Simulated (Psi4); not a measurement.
BiCl3, charge +1, doublet, geometry from GFN2-xTB (such geometries of metal compounds can be far from the true shape) (a state made from the parent by changing its charge; the spin is typed, not shown lowest) (core potentials on Bi); Psi4 with PBE/def2-SVP.

The Psi4 input:
```
memory 2 GB

molecule {
1 2
  Bi   -0.00429499   -0.00067859    0.52337335
  Cl   -1.83836082   -0.99665658   -0.86820175
  Cl    0.06559027    2.09816710   -0.84856458
  Cl    1.79374020   -1.09819741   -0.83852708
}

set basis def2-svp
set reference uks

energy('pbe')
print_variables()
```

Write the output that Psi4 gives for this input, abridged.


```
   => Loading Basis Set <=

    Name: DEF2-SVP
    Role: ORBITAL
    Keyword: BASIS

    !!!  WARNING: ECP capability is in beta. Please check occupations closely.  !!!

         ---------------------------------------------------------
                                   SCF
               by Justin Turney, Rob Parrish, Andy Simmonett
                          and Daniel G. A. Smith
                              UKS Reference
         ---------------------------------------------------------

  ==> Geometry <==

    Molecular point group: c1
    Full point group: C1

    Geometry (in Angstrom), charge = 1, multiplicity = 2:

       Center              X                  Y                   Z               Mass
    ------------   -----------------  -----------------  -----------------  -----------------
         BI          -0.003771603733    -0.000595896683     0.459595316883   208.980399100000
         CL          -1.837837433733    -0.996573886683    -0.931979783117    34.968852682000
         CL           0.066113656267     2.098249793317    -0.912342613117    34.968852682000
         CL           1.794263586267    -1.098114716683    -0.902305113117    34.968852682000

  Running in c1 symmetry.

  Rotational constants: A =      0.04645  B =      0.04645  C =      0.03651 [cm^-1]
  Rotational constants: A =   1392.46208  B =   1392.46208  C =   1094.59060 [MHz]
  Nuclear repulsion =  373.718544290037983

  Charge       = 1
  Multiplicity = 2
  Electrons    = 73
  Nalpha       = 37
  Nbeta        = 36

  ==> Algorithm <==

  SCF Algorithm Type is DF.
  DIIS enabled.
  MOM disabled.
  Fractional occupation disabled.
  Guess Type is SAD.
  Energy threshold   = 1.00e-06
  Density threshold  = 1.00e-06
  Integral threshold = 1.00e-12

  ==> Primary Basis <==

  Basis Set: DEF2-SVP
    Blend: DEF2-SVP
    Number of shells: 34
    Number of basis functions: 80
    Number of Cartesian functions: 85
    Spherical Harmonics?: true
    Max angular momentum: 2

  Core potential: DEF2-SVP
    Number of shells: 4
    Number of ECP primitives: 18
    Number of ECP core electrons: 60
    Max angular momentum: 3

  ==> DFT Potential <==

   => LibXC <=

    Version 7.1.2
    S. Lehtola, C. Steigemann, M. J. T. Oliveira, and M. A. L. Marques,  SoftwareX 7, 1–5 (2018) (10.1016/j.softx.2017.11.002)

   => Composite Functional: PBE <=

    PBE GGA Exchange-Correlation Functional

    J.P. Perdew et. al., Phys. Rev. Lett., 77(18), 3865-3868, 1996

[...]
      Ntotal   =   72.9999535784 ; deviation = -4.642e-05

   @Spin Contamination Metric:   2.298240068E-03
   @S^2 Expected:                7.500000000E-01
   @S^2 Observed:                7.522982401E-01
   @S   Expected:                5.000000000E-01
   @S   Observed:                5.000000000E-01

    Orbital Energies [Eh]
    ---------------------

    Alpha Occupied:

[...]
      37A     -0.484265

    Alpha Virtual:

[...]
      80A     53.766310

    Beta Occupied:

[...]
    Beta Virtual:

[...]
    Final Occupation by Irrep:
              A
    DOCC [    36 ]
    SOCC [     1 ]
    NA   [    37 ]
    NB   [    36 ]

  @DF-UKS Final Energy: -1594.01480218189204

   => Energetics <=

    Nuclear Repulsion Energy =            373.7185442900379826
    One-Electron Energy =               -3008.5713991055499719
    Two-Electron Energy =                1141.8804602038942448
    DFT Exchange-Correlation Energy =    -101.0424075702744489
    Empirical Dispersion Energy =           0.0000000000000000
    VV10 Nonlocal Energy =                  0.0000000000000000
    Total Energy =                      -1594.0148021818920370

  UHF NO Occupations:
  HONO-2 :   35  A 1.9995831
  HONO-1 :   36  A 1.9995829
  HONO-0 :   37  A 1.0000000
  LUNO+0 :   38  A 0.0004171
  LUNO+1 :   39  A 0.0004169
  LUNO+2 :   40  A 0.0001032
  LUNO+3 :   41  A 0.0000611

Computation Completed

Properties will be evaluated at   0.000000,   0.000000,   0.000000 [a0]

Properties computed using the SCF density matrix

 Multipole Moments:

 ------------------------------------------------------------------------------------
     Multipole            Electronic (a.u.)      Nuclear  (a.u.)        Total (a.u.)
 ------------------------------------------------------------------------------------

 L = 1.  Multiply by 2.5417464519 to convert [e a0] to [Debye]
 Dipole X            :         -0.5661417            0.5601713           -0.0059704
 Dipole Y            :         -0.0891627            0.0885046           -0.0006581
 Dipole Z            :         69.0069542          -68.2606406            0.7463137
 Magnitude           :                                                    0.7463378

 ------------------------------------------------------------------------------------

  Variable Map:
  ----------------------------------------------------------------------------
[...]
  Array Variable Map:
  ----------------------------------------------------------------------------
[...]
[...]
```
